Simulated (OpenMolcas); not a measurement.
**Nb2+: CASPT2 settings compared**

* Program: OpenMolcas
* Basis: ANO-R2 [7s5p4d2f1g]
* Scalar Hamiltonian: X2C, finite nucleus
* Active space: 3 electrons in 10 orbitals (4d 5d)
* State averaging: 2S+1 = 4 even, 10 roots; 2S+1 = 2 even, 40 roots kept (CI in the orbitals of an earlier block)
* Spin-orbit coupling: state interaction with AMFI integrals over the reference wave functions, term energies averaged over their components

Methods on the same reference wave functions:
A. CASSCF
B. SS-CASPT2, IPEA 0.15 Eh, sigma2 regulariser 0.4 Eh (closed shells correlated: 4s 4p)
C. MS-CASPT2, IPEA 0.15 Eh, sigma2 regulariser 0.4 Eh (closed shells correlated: 4s 4p)
D. XMS-CASPT2, IPEA 0.35 Eh, sigma1 regulariser 0.15 Eh (closed shells correlated: 3d 4s 4p)
E. XMS-CASPT2, IPEA 0.1 Eh, sigma1 regulariser 0.4 Eh (closed shells correlated: none)

Energies in cm⁻¹ above 4d³ ⁴F_3/2, the measured ground level; measured values from the list in Shadmi, J. Res. Natl. Bur. Stand. 70A, 435 (1966).

```csv
Level,A,B,C,D,E,Measured
4d³ ⁴F_3/2,0.0,0.0,0.0,0.0,0.0,0.0
4d³ ⁴F_5/2,504,516,516,514,518,516
4d³ ⁴F_7/2,1165,1180,1181,1179,1186,1177
4d³ ⁴F_9/2,1950,1952,1952,1955,1962,1939
4d³ ⁴P_1/2,11056,8850,8850,8880,9230,8664
4d³ ⁴P_3/2 [68 %],11167,8880,8880,8810,9110,8608
4d³ ²G_7/2,11743,9580,9580,10150,10310,9236
4d³ ⁴P_5/2,11882,9730,9730,9890,10250,9594
4d³ ²G_9/2,12303,10170,10170,10730,10920,9804
4d³ ²P_1/2,15415,11710,11710,10710,10960,
4d³ ²H_9/2,15539,13460,13460,13980,14530,12916
4d³ ²H_11/2,15902,13830,13830,14340,14920,13264
4d³ ²D_5/2(1),17309,13980,13980,14520,13820,13094
4d³ ²D_3/2(1) [60 %],17379,13910,13900,14080,13470,
4d³ ²F_7/2,25935,21130,21130,21500,22330,19861
4d³ ²F_5/2,26186,21370,21370,21740,22570,19975
4d³ ²D_5/2(2),40056,33480,33480,32970,33330,
4d³ ²D_3/2(2),40309,33730,33740,33240,33670,
```

Deviations, from unrounded energies. A percentage is the sum of absolute deviations over the sum of measured energies, with the sign that they share, or ± where signs differ.

```tsv
Against measurement	Levels	A	B	C	D	E
mean absolute deviation (cm-1)	13	2600	460	460	730	1000
fine structure of the ground term (%)	3	±0.9	+0.5	+0.5	±0.5	+1.0
other terms of the ground configuration (%)	10	+27.2	+4.8	+4.8	+7.6	+10.4
```

B, C lie about equally close to measurement and A furthest from it. The largest miss of B in the table is 4d³ ²F_5/2, by +1400 cm-1. The ranking rests on the paired levels alone, and a cruder setting can come out closer through cancelling errors.

Among B to E the level of the table that moves most is 4d³ ²F_7/2, by 1200 cm-1 (lowest in B, highest in E). Moves below CASPT2's spread within the term are not significant.

The mean deviations of B to E differ by less than CASPT2's widest spread within a term (1400 cm-1), so their order carries little weight.

From A to B the spin-free energies of the other terms of 4d³ shown, above ⁴F, scale by factors of 0.74 to 0.85, as is usual when dynamic correlation screens the repulsion within a d or f shell.

The lowest spin-free term lies below A's lowest term by 0.281 hartree in B, 0.281 hartree in C, 0.321 hartree in D, 0.015 hartree in E.

CASPT2 does not keep the components of a term degenerate, so their means are used; among the terms shown or strongly mixed into the levels shown the widest spread is 1400 cm-1 (4d³ ⁴F, D). Terms from blocks run as CI alone lack orbitals of their own. Active for correlation alone: 5d; no level in the range computed is led by a configuration that fills it, so any true level of that kind is missing. The CASPT2 spread within a term exceeds the gap to the next term for 4d³ ²H and 4d³ ²D(1), so the order of their levels is uncertain (figures for B; the like holds for C, D). Without dynamic correlation excited terms often stand tens of per cent too high (terms of higher spin than the ground term too low), and those without a measured partner can miss by more than the paired ones (holds for A). Measured partners are found by configuration, term and J. A level has none where our copy of the source lacks it or the pairing is in doubt (some pairs that miss far off the trend of their configuration count as doubtful), and it then counts in no deviation. Levels of configurations outside the active space are missing. Levels that lie high or do not pair safely by name in every column are left out.

A share in square brackets marks a mixed level and gives the weight of the term that names it, the lowest over the columns. A number in round brackets counts repeated terms of one configuration in the order of the reference energies.
